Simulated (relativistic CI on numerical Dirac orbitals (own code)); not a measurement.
# Level scheme of Si VII

Method of calculation: Dirac-Coulomb-Breit CI, KLI orbitals optimised for each configuration, model QED (radiative potential, 1s self-energy scaled to tabulated hydrogen-like ionisation energies), valence Slater integrals scaled by 0.9, P86 correlation estimate, and configurations built on the next ion tied to the tabulated ionisation energy (semi-empirical) (own radial code, finite nucleus).

Configurations in the expansion (outside the closed core 1s2): 2s²2p⁴, 2s²2p³3s, 2s²2p³3p, 2s²2p³3d, 2s²2p³4s, 2s2p⁵, 2p⁶, 2p⁵3s, 2p⁵3p, 2s2p⁴3s, 2p⁵3d, 2s2p⁴3p, 2s²2p³4p, 2s²2p³4d, 2s²2p³4f, 2s2p⁴3d, 2s²2p²3s², 2s²2p²3s3p, 2s²2p²3p², 2s²2p²3s3d, 2s2p⁴4s, 2s2p⁴4p, 2s²2p²3p3d, 2s2p⁴4d. Levels of other configurations are missing.

The lowest level is 2s²2p⁴ ³P2, with 99 % of that term; Hund's rules for 2s²2p⁴ give ³P with J = 2, in agreement.

| No. | Configuration | Term | J | E (cm⁻¹) | % | Lifetime (s) |
| --- | --- | --- | --- | --- | --- | --- |
| 1 | 2s²2p⁴ | ³P | 2 | 0 | 99 |  |
| 2 | 2s²2p⁴ | ³P | 1 | 4012 | 100 | 6.92e-01 |
| 3 | 2s²2p⁴ | ³P | 0 | 5523 | 99 | 5.40e+00 |
| 4 | 2s²2p⁴ | ¹D | 2 | 44625 | 100 | 6.78e-02 |
| 5 | 2s²2p⁴ | ¹S | 0 | 91887 | 97 | 7.49e-03 |
| 6 | 2s2p⁵‡ | ³P° | 2 | 374518 | 100 | 6.58e-11 |
| 7 | 2s2p⁵‡ | ³P° | 1 | 378112 | 100 | 6.48e-11 |
| 8 | 2s2p⁵‡ | ³P° | 0 | 380073 | 100 | 6.43e-11 |
| 9 | 2s2p⁵‡ | ¹P° | 1 | 512541 | 99 | 1.82e-11 |
| 10 | 2p⁶‡ | ¹S | 0 | 877128 | 96 | 2.09e-11 |
| 11 | 2p³(4S°)3s | ⁵S° | 2 | 1152645 | 99 | 1.50e-08 |
| 12 | 2p³(4S°)3s | ³S° | 1 | 1173703 | 99 | 6.80e-12 |
| 13 | 2p³(2D°)3s | ³D° | 1 | 1223300 | 98 | 2.14e-11 |
| 14 | 2p³(2D°)3s | ³D° | 2 | 1223325 | 98 | 2.16e-11 |
| 15 | 2p³(2D°)3s | ³D° | 3 | 1223507 | 99 | 2.15e-11 |
| 16 | 2p³(2D°)3s | ¹D° | 2 | 1233803 | 98 | 8.42e-12 |
| 17 | 2p³(4S°)3p | ⁵P | 1 | 1241725 | 99 | 1.16e-09 |
| 18 | 2p³(4S°)3p | ⁵P | 2 | 1242032 | 99 | 1.16e-09 |
| 19 | 2p³(4S°)3p | ⁵P | 3 | 1242581 | 99 | 1.13e-09 |
| 20 | 2p³(2P°)3s | ³P° | 0 | 1254249 | 97 | 2.22e-11 |
| 21 | 2p³(2P°)3s | ³P° | 1 | 1254452 | 97 | 2.20e-11 |
| 22 | 2p³(2P°)3s | ³P° | 2 | 1254993 | 94 | 2.14e-11 |
| 23 | 2p³(4S°)3p | ³P | 1 | 1260956 | 99 | 1.09e-09 |
| 24 | 2p³(4S°)3p | ³P | 2 | 1261109 | 99 | 1.09e-09 |
| 25 | 2p³(4S°)3p | ³P | 0 | 1261191 | 99 | 1.10e-09 |
| 26 | 2p³(2P°)3s | ¹P° | 1 | 1265226 | 96 | 8.68e-12 |
| 27 | 2p³(2D°)3p | ¹P | 1 | 1303120 | 76 | 7.09e-10 |
| 28 | 2p³(2D°)3p | ³D | 2 | 1306464 | 96 | 1.03e-09 |
| 29 | 2p³(2D°)3p | ³D | 1 | 1306840 | 77 | 8.64e-10 |
| 30 | 2p³(2D°)3p | ³D | 3 | 1307288 | 96 | 9.70e-10 |
| 31 | 2p³(2D°)3p | ³F | 2 | 1312288 | 96 | 1.07e-09 |
| 32 | 2p³(2D°)3p | ³F | 3 | 1312725 | 95 | 1.05e-09 |
| 33 | 2p³(2D°)3p | ³F | 4 | 1313204 | 100 | 1.08e-09 |
| 34 | 2p³(2D°)3p | ¹F | 3 | 1316255 | 98 | 1.34e-09 |
| 35 | 2p³(2P°)3p | ³S | 1 | 1334986 | 51 | 1.61e-10 |
| 36 | 2p³(2D°)3p | ³P | 0 | 1336883 | 98 | 1.52e-10 |
| 37 | 2p³(2D°)3p | ³P | 2 | 1338013 | 97 | 1.29e-10 |
| 38 | 2p³(2D°)3p | ³P | 1 | 1339990 | 53 | 1.57e-10 |
| 39 | 2p³(2P°)3p | ³D | 2 | 1343365 | 84 | 4.52e-10 |
| 40 | 2p³(2P°)3p | ³D | 1 | 1343612 | 95 | 4.72e-10 |
| 41 | 2p³(2P°)3p | ³D | 3 | 1344138 | 96 | 4.89e-10 |
| 42 | 2p³(2D°)3p | ¹D | 2 | 1346996 | 82 | 3.56e-10 |
| 43 | 2p³(2P°)3p | ¹P | 1 | 1350076 | 93 | 5.26e-10 |
| 44 | 2p³(4S°)3d | ⁵D° | 3 | 1352471 | 99 | 5.44e-10 |
| 45 | 2p³(4S°)3d | ⁵D° | 4 | 1352476 | 99 | 5.54e-10 |
| 46 | 2p³(4S°)3d | ⁵D° | 2 | 1352486 | 99 | 5.11e-10 |
| 47 | 2p³(4S°)3d | ⁵D° | 1 | 1352502 | 99 | 4.89e-10 |
| 48 | 2p³(4S°)3d | ⁵D° | 0 | 1352511 | 99 | 4.81e-10 |
| 49 | 2p³(2P°)3p | ³P | 2 | 1356517 | 92 | 4.64e-10 |
| 50 | 2p³(2P°)3p | ³P | 1 | 1357428 | 95 | 3.30e-10 |
| 51 | 2p³(2P°)3p | ³P | 0 | 1357885 | 96 | 2.87e-10 |
| 52 | 2p³(4S°)3d | ³D° | 2 | 1371610 | 99 | 4.37e-12 |
| 53 | 2p³(4S°)3d | ³D° | 1 | 1371633 | 99 | 4.38e-12 |
| 54 | 2p³(4S°)3d | ³D° | 3 | 1371927 | 99 | 4.24e-12 |
| 55 | 2p³(2P°)3p | ¹D | 2 | 1372630 | 96 | 3.59e-10 |
| 56 | 2p³(2P°)3p | ¹S | 0 | 1402679 | 96 | 1.13e-10 |
| 57 | 2p³(2D°)3d | ³F° | 2 | 1415899 | 98 | 3.02e-10 |
| 58 | 2p³(2D°)3d | ³F° | 3 | 1416608 | 98 | 2.74e-10 |
| 59 | 2p³(2D°)3d | ¹S° | 0 | 1417362 | 99 | 3.39e-10 |
| 60 | 2p³(2D°)3d | ³F° | 4 | 1417473 | 96 | 5.85e-10 |
| 61 | 2p³(2D°)3d | ³G° | 3 | 1422375 | 97 | 3.51e-10 |
| 62 | 2p³(2D°)3d | ³G° | 4 | 1422458 | 97 | 5.38e-10 |
| 63 | 2p³(2D°)3d | ³G° | 5 | 1422513 | 100 | 5.44e-10 |
| 64 | 2p³(2D°)3d | ¹G° | 4 | 1424588 | 98 | 5.55e-10 |
| 65 | 2p³(2D°)3d | ³D° | 1 | 1427511 | 71 | 3.67e-12 |
| 66 | 2p³(2D°)3d | ³D° | 2 | 1428264 | 97 | 3.29e-12 |
| 67 | 2p³(2D°)3d | ³D° | 3 | 1428373 | 99 | 2.80e-12 |
| 68 | 2p³(2D°)3d | ¹P° | 1 | 1429353 | 70 | 3.16e-12 |
| 69 | 2p³(2D°)3d | ¹D° | 2 | 1434775 | 89 | 4.03e-12 |
| 70 | 2p³(2D°)3d | ³P° | 2 | 1435128 | 90 | 1.75e-12 |

Energies count from the lowest computed level; ° marks odd parity; lifetimes are radiative, by E1, M1, E2 decay to levels of this space only. Percentages are summed over parent terms; the parents shown are those of the largest component, closed shells are left out there. ‡ marks configurations that were not tied to measured data.

The mean weight of the leading LS term, summed over parents, in these 70 levels is 94 %, and that of the leading jj configuration (from the same eigenvectors) 56 %, so LS coupling describes them better.

Configurations that consist of the next ion and one excited electron were tied to the tabulated ionisation energy; Rydberg ones are usually within 1,000 to 3,000 cm⁻¹ and the lowest ones within about 6,000 (9,000 in d shells), while levels on excited terms of the next ion carry the error of that term, and the other configurations can be misplaced by 10,000 cm⁻¹ or more. Rates follow the energies as ν³ (E1, M1) or ν⁵ (E2), so rates, branching and lifetimes can be off by large factors. 40 of the 42 excited levels that our extract of the measured tables holds in this range could be paired (the sources list more); they are missed by 4742 cm⁻¹ on average and 28071 at most, and levels without a partner can miss by more.

Landé's interval rule says that E(J) − E(J−1) = AJ with one A. For the ground term the intervals give A = -1510.7, -2006.0 cm⁻¹ for J = 1, 2; the multiplet is inverted.

LS names give the leading component of a level, which can be under half, so a name can repeat, a term be missing and a line seem to break the LS rules.
